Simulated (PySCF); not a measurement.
Compound: CH₅AsGeN₂.
Cartesian coordinates in Å at the PBE0-D3(BJ)/def2-SVP level; atoms count from 1:
```
atom  x, y, z in Å
N1    -0.1570    2.8184   -0.8005
C2    -0.1707    1.6664   -0.6660
Ge3   -0.1555   -0.2517   -0.4332
N4    -1.5663   -0.5703    0.6833
As5    1.8520   -0.9968    0.6839
H6    -0.2453   -0.8343   -1.8606
H7    -1.6951   -1.5464    0.9359
H8    -2.4543   -0.1829    0.3739
H9     1.9195    0.2897    1.4956
H10    2.7220   -0.4235   -0.4291
```

Jobs on this species (10 atoms, 90 electrons) with PySCF (density fitting). Hardware of each: one thread, Arm Neoverse N1 (aarch64), shared host. Other jobs ran on the host; a repeat could differ by tens of per cent or more. Peak memory is the resident size of the whole Python process, interpreter and libraries included.

```tsv
level and settings	work	basis functions	SCF cycles	wall time	peak memory
delta-SCF UKS SCAN, pcX-2 on the ionised atom, pcseg-1 elsewhere, non-relativistic	ΔSCF core ionisation, 3 holes	152	?	?	?
delta-SCF UKS PBE0, pcX-2 on the ionised atom, pcseg-1 elsewhere, spin-free X2C	ΔSCF core ionisation, 3 holes	152	52	50 s	0.61 GiB
delta-SCF UKS SCAN, pcX-2 on the ionised atom, pcseg-1 elsewhere, spin-free X2C	ΔSCF core ionisation, 3 holes	152	58	30 s	0.48 GiB
delta-SCF UKS SCAN, pcX-1 on the ionised atom, pcseg-1 elsewhere, spin-free X2C	ΔSCF core ionisation, 3 holes	131	58	25 s	0.40 GiB
PBE0-D3(BJ)/def2-SVP, grid level 1	geometry optimisation from a GFN2-xTB start shaken at random	131	77	2.4 min	0.55 GiB
delta-SCF UKS HF, pcX-2 on the ionised atom, pcseg-1 elsewhere, spin-free X2C	ΔSCF core ionisation, 3 holes	152	51	35 s	0.55 GiB
delta-SCF UKS SCAN, def2-TZVP on the ionised atom, pcseg-1 elsewhere, spin-free X2C	ΔSCF core ionisation, 3 holes	138	57	28 s	0.42 GiB
delta-SCF UKS PBE, pcX-2 on the ionised atom, pcseg-1 elsewhere, spin-free X2C	ΔSCF core ionisation, 3 holes	152	58	20 s	0.51 GiB
delta-SCF UKS B3LYP, pcX-2 on the ionised atom, pcseg-1 elsewhere, spin-free X2C	ΔSCF core ionisation, 3 holes	152	52	50 s	0.61 GiB
```

Question: Fill in the missing figures.

Answer: 
- delta-SCF UKS SCAN, pcX-2 on the ionised atom, pcseg-1 elsewhere, non-relativistic; ΔSCF core ionisation, 3 holes: 28 s, 0.48 GiB, 58 SCF cycles

Question: What do all jobs in the table cost together?

Answer: About 6.8 min; the longest takes about 35 % of that, and about 7.2 times as long as the shortest.
